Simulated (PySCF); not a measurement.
## Magnetic susceptibility: `C=C(C)[C@@H]1CC[C@H]1N`, C7H13N

Geometry:
| atom | x (Å) | y (Å) | z (Å) |
| --- | --- | --- | --- |
| C1 | 1.385 | 1.643 | -0.635 |
| C2 | 1.315 | 0.462 | -0.044 |
| C3 | 2.524 | -0.401 | 0.173 |
| C4 | 0.037 | -0.099 | 0.502 |
| C5 | -0.376 | -1.526 | 0.076 |
| C6 | -1.827 | -1.049 | -0.055 |
| C7 | -1.317 | 0.415 | -0.030 |
| N8 | -1.978 | 1.409 | 0.775 |
| H9 | 0.521 | 2.272 | -0.754 |
| H10 | 2.319 | 2.034 | -1.004 |
| H11 | 2.724 | -0.498 | 1.240 |
| H12 | 2.360 | -1.400 | -0.225 |
| H13 | 3.398 | 0.030 | -0.307 |
| H14 | 0.057 | -0.021 | 1.594 |
| H15 | 0.049 | -1.801 | -0.887 |
| H16 | -0.187 | -2.322 | 0.793 |
| H17 | -2.425 | -1.288 | 0.824 |
| H18 | -2.365 | -1.362 | -0.948 |
| H19 | -1.223 | 0.808 | -1.044 |
| H20 | -2.886 | 1.644 | 0.389 |
| H21 | -2.115 | 1.069 | 1.721 |

The calculation used GIAO wB97X-D/pcSseg-1 magnetisability, rotational g tensor and spin-rotation constants, non-relativistic, gas phase in PySCF. Geometry: GFN2-xTB.

Q: How diamagnetic is it, and how anisotropic?

A: Isotropic -1351 × 10⁻³⁰ J/T², or -81.4 × 10⁻⁶ cm³/mol; principal values -1465, -1356, -1234 × 10⁻³⁰ J/T², anisotropy 200 × 10⁻³⁰ J/T² (root of half the summed squared differences of the principal values). The susceptibility is in cgs units.

Q: Split it along the inertial axes a, b, c into diamagnetic and paramagnetic parts about the centre of mass, with the quadrupole moment.

A: 
```tsv
axis	χ (10⁻⁶ cm³/mol)	diamagnetic (10⁻⁶ cm³/mol)	paramagnetic (10⁻⁶ cm³/mol)	summed x² of all electrons (Å²)	quadrupole Θ (D Å)
a	-79.3	-517.9	438.6	186.3	+5.92
b	-84.8	-913.9	829.0	92.9	-6.37
c	-80.0	-1184.5	1104.5	29.1	+0.45
```
Anisotropies 2χaa − χbb − χcc = +6.2 and 2χbb − χaa − χcc = -10.4 × 10⁻⁶ cm³/mol. Θ is traceless in Buckingham's convention.

Q: And the rotational g tensor?

A: 
```
axis  rotational constant (GHz)        g  nuclear part  electronic part
   a                     3.1593  -0.0193        0.6317          -0.6510
   b                     1.5671  -0.0002        0.6102          -0.6103
   c                     1.1699  -0.0050        0.6021          -0.6071
```
Asymmetric top; isotopes 12C, 1H, 14N; no vibrational averaging.
